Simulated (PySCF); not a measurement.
PySCF input for C3H8BNO, SMILES NB1C[C@H](O1)C, C-PCM-B3LYP/def2-SVP. The structure is a stationary point at B3LYP-D3(BJ)/def2-SVP. The structure was generated by enumeration; whether it is a known compound was not checked. Other conformers were not sampled.

```python
import numpy as np
from pyscf import gto, scf, dft
from pyscf.solvent import pcm

mol = gto.M(
    atom='''
    C    -2.15165699    0.43534042    0.14871709
    C    -0.96582808   -0.49015873   -0.01083548
    C     0.09021682   -0.50579701    1.12488784
    B     0.98975780    0.02660191   -0.07598522
    N     2.31865185    0.40225696   -0.29362906
    O    -0.02773085    0.01307123   -1.01510934
    H    -1.81928712    1.43875338    0.46026854
    H    -2.69733177    0.53455379   -0.80278847
    H    -2.84491673    0.04410286    0.91086452
    H    -1.30021946   -1.49929348   -0.30998776
    H     0.31749175   -1.49923336    1.53819820
    H    -0.12411773    0.19056911    1.94965599
    H     2.65333670    0.70885012   -1.19954034
    H     3.02114860    0.39201136    0.43291673
    ''',
    basis='def2-SVP',
    charge=0,
    spin=0,
    max_memory=1600,
    verbose=3,
)
mf = dft.RKS(mol, xc='b3lyp').density_fit(auxbasis='def2-universal-jkfit')
mf.grids.level = 3
mf.conv_tol = 1e-9
mf.max_cycle = 100
mf.kernel()
res = {}
for name, eps in {'water': 78.355, 'ethylethanoate': 5.9867, 'N,N-dimethylformamide': 37.219}.items():
    s = mf.PCM()
    s.with_solvent.method, s.with_solvent.eps, s.with_solvent.lebedev_order = 'C-PCM', eps, 29
    s.kernel(mf.make_rdm1())
    res[name] = (s.e_tot, eps, s.dip_moment(), s.mo_energy, s.converged)
    print(f'{name}: electrostatic solvation free energy {(s.e_tot - mf.e_tot) * 627.509474:.3f} kcal/mol')
```

Log of the run:

```
converged SCF energy = -273.841804101665

WARN: PCM is an experimental feature. It is still in testing.
Features and APIs may be changed in the future.

converged SCF energy = -273.849366345191
Dipole moment(X, Y, Z, Debye):  1.35582,  0.01966,  1.41414
water: electrostatic solvation free energy -4.745 kcal/mol

WARN: PCM is an experimental feature. It is still in testing.
Features and APIs may be changed in the future.

converged SCF energy = -273.848065147628
Dipole moment(X, Y, Z, Debye):  1.31741,  0.02671,  1.34731
ethylethanoate: electrostatic solvation free energy -3.929 kcal/mol

WARN: PCM is an experimental feature. It is still in testing.
Features and APIs may be changed in the future.

converged SCF energy = -273.849245206886
Dipole moment(X, Y, Z, Debye):  1.35220,  0.02035,  1.40776
N,N-dimethylformamide: electrostatic solvation free energy -4.669 kcal/mol
```

The calculation finished and met its thresholds.

Cost: around 2.3 core-minutes (rough).
